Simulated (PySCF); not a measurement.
## Bonding in `CC[C@@]12C=C[C@@](F)(CC1)C2`

Species: C9H13F.
Numbering: `[CH3:1][CH2:2][C@@:3]12[CH:4]=[CH:5][C@@:6]([F:7])([CH2:8][CH2:9]1)[CH2:10]2` (hydrogens: H11, H12, H13 on C1; H14, H15 on C2; H16 on C4; H17 on C5; H18, H19 on C8; H20, H21 on C9; H22, H23 on C10)

Geometry (PBE0-D3(BJ)/def2-SVP, Å), atoms numbered from 1 in this order:
```
atom  x, y, z in Å
C1     2.6235   -0.0286   -0.2281
C2     1.3813    0.6587   -0.7735
C3     0.0857    0.2209   -0.1164
C4    -0.0348    0.4567    1.3817
C5    -1.0222   -0.3206    1.8429
C6    -1.5737   -1.0620    0.6500
F7    -2.3063   -2.1762    0.9414
C8    -2.3432   -0.0291   -0.2062
C9    -1.2011    0.8637   -0.7329
C10   -0.3105   -1.2679   -0.1812
H11    2.6036   -1.1117   -0.4235
H12    3.5374    0.3740   -0.6898
H13    2.7117    0.1063    0.8613
H14    1.4761    1.7523   -0.6520
H15    1.3030    0.4838   -1.8603
H16    0.5113    1.2271    1.9314
H17   -1.4728   -0.3393    2.8367
H18   -3.0940    0.5118    0.3865
H19   -2.8673   -0.5586   -1.0161
H20   -1.3020    1.9187   -0.4390
H21   -1.1391    0.8318   -1.8320
H22    0.4071   -1.9327    0.3189
H23   -0.5169   -1.6222   -1.2038
```

Bond orders from the PBE0/pcSseg-1 density (PySCF). Geometry: PBE0-D3(BJ)/def2-SVP, one conformer, isolated molecule.

Q: Where do the orders between heavy atoms depart from those drawn in the SMILES?

A: The largest departure is 0.182, at C4–C5 (drawn double, 1.818).

Q: Set the Mayer orders of the bonds between heavy atoms beside their lengths.

A: 
| bond | drawn as | length (Å) | Mayer order |
| --- | --- | --- | --- |
| C1–C2 | single | 1.521 | 1.066 |
| C2–C3 | single | 1.517 | 1.046 |
| C3–C4 | single | 1.521 | 0.939 |
| C4–C5 | double | 1.339 | 1.818 |
| C5–C6 | single | 1.509 | 0.979 |
| C6–F7 | single | 1.365 | 0.901 |
| C6–C8 | single | 1.547 | 0.975 |
| C8–C9 | single | 1.542 | 1.023 |
| C6–C10 | single | 1.526 | 0.957 |
| C9–C3 | single | 1.565 | 0.980 |
| C10–C3 | single | 1.542 | 0.926 |

By pair of heavy elements: C–C: lowest C10–C3 (0.926, 1.542 Å), highest C4–C5 (1.818, 1.339 Å); in 11 of the 45 pairs the longer bond (by over 0.003 Å) has the higher order (by 0.02 or more).

Q: And the bonds to hydrogen?

A: C–H: 0.94 to 0.99 (13 bonds).

Q: Sum the orders of all bonds at each heavy atom with more than one neighbour and set the sums beside the valence in the SMILES.

A: C1 3.955 (drawn 4), C2 3.998 (drawn 4), C3 3.891 (drawn 4), C4 3.746 (drawn 4), C5 3.777 (drawn 4), C6 3.812 (drawn 4), C8 3.879 (drawn 4), C9 3.893 (drawn 4), C10 3.774 (drawn 4). Orders between atoms that aren't bonded are not in these sums.

For a closed shell the Mayer order of atoms A and B is Σ (PS)μν (PS)νμ over the basis functions μ on A and ν on B, with P the density and S the overlap matrix.

The run behind these numbers computed NMR shieldings as well. On an x86-64 server with one thread, no GPU (shared host), this took 73 s wall.
